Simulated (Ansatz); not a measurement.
`[OH][Hf]([F])([Cl])[Cl]` + H–F → `[F][Hf]([F])([Cl])[Cl]` + H₂O at 298.15 K and 1 bar (ligand exchange at the Hf–O bond).

Calculated with Ansatz (gas phase, PBE0-D4/def2-TZVP geometries, no zero-point term in ΔE). CCSD(T)/CBS adds triple-zeta CCSD(T) − MP2 to the extrapolated MP2 energy (def2 sets, frozen cores). This one scheme is used for every species. Elements past krypton have def2 core potentials. For Hf outer-core shells are correlated without core-valence functions, which leaves a few kJ/mol of doubt a bond. Each species was taken in one conformer, which may not be the lowest.

| species | CCSD(T)/CBS energy (Eh) | H − E (kJ/mol) | S (J/(mol·K)) |
| --- | --- | --- | --- |
| `[OH][Hf]([F])([Cl])[Cl]` | -1143.33676 | 67.4 | 387.7 |
| H–F | -100.39570 | 33.5 | 173.6 |
| `[F][Hf]([F])([Cl])[Cl]` | -1167.36631 | 37.7 | 366.9 |
| H₂O | -76.37941 | 66.4 | 188.7 |

H − E and S are ideal-gas, rigid-rotor, harmonic terms from PBE0-D4/def2-TZVP, for one conformer and one mirror image of each species. 1 Eh = 2625.50 kJ/mol, R = 8.31446 J/(mol·K).

By hand: ΔE, ΔH, ΔS and ΔG.

ΔE = (-1167.36631) + (-76.37941) − (-1143.33676) − (-100.39570) = -0.01326 Eh = -34.8 kJ/mol. Δ(H − E) = 37.7 + 66.4 − 67.4 − 33.5 = 3.2, so ΔH = -31.6 kJ/mol. ΔS = 366.9 + 188.7 − 387.7 − 173.6 = -5.7 J/(mol·K). ΔG = -31.6 − 298.15 × (-5.7)/1000 = -29.9 kJ/mol.

By hand: the equilibrium constant, and the temperature at which ΔG would vanish if ΔH and ΔS stayed fixed.

log₁₀ K = −ΔG/(RT ln 10) = 5.2. ΔG = 0 at ΔH/ΔS = 5544 K, far beyond where these terms or the molecules hold.

The number of gas molecules stays the same, so ΔS is small and ΔH decides. A doubt of 5 kJ/mol in ΔE shifts log₁₀ K by 0.9 here. Other conformers and mirror images would add mixing entropy, several J/(mol·K) or more a flexible species. These are equilibria of isolated gas molecules and say nothing of rates. Largest T1 diagnostic: 0.015 (customary marks: 0.02 for closed shells, 0.045 for open ones).
